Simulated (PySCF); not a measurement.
Molecule: C₆H₁₂Cl (charge 0, doublet). It need not be the lowest isomer of its formula. SMILES: CCC[CH][C@H](C)Cl
Structure (B3LYP-D3(BJ)/def2-TZVP (Ansatz) minimum search):
```xyz
19

C     -3.7177    -0.6221    -0.1735
C     -2.3780    -0.9068     0.4973
C     -1.2072    -0.2156    -0.2048
C      0.1053    -0.4427     0.4486
C      1.3692    -0.2475    -0.2439
C      2.5818    -0.8735     0.4083
Cl     1.6917     1.6388    -0.3447
H     -3.7195    -0.9662    -1.2106
H     -3.9335     0.4489    -0.1810
H     -4.5364    -1.1241     0.3446
H     -2.1968    -1.9852     0.5209
H     -2.4108    -0.5780     1.5405
H     -1.4041     0.8678    -0.2410
H     -1.1592    -0.5306    -1.2538
H      0.1371    -0.5349     1.5298
H      1.2990    -0.4961    -1.3008
H      3.4928    -0.6147    -0.1286
H      2.6802    -0.5376     1.4408
H      2.4715    -1.9609     0.4069
```
Charge 0, spin multiplicity 2.

Dispersion corrections to the total energy (kcal/mol) from the dftd3 and dftd4 libraries through PySCF: D3(BJ) without and D4 with the three-body term, each with the damping fitted for the functional named.

| functional | D3(BJ) | D4 |
|---|---|---|
| LC-wPBE | -9.34 | -10.38 |
| B2PLYP | -7.75 | ? |
| r2SCAN | -3.01 | -2.56 |
| revPBE | -25.79 | ? |
| HSE06 | -6.55 | -7.39 |
| TPSS | ? | -12.74 |
| PBE | -10.19 | -9.44 |

Question: Complete the blanks.

Answer: 
- B2PLYP, D4: -6.63
- revPBE, D4: -31.22
- TPSS, D3(BJ): -12.69
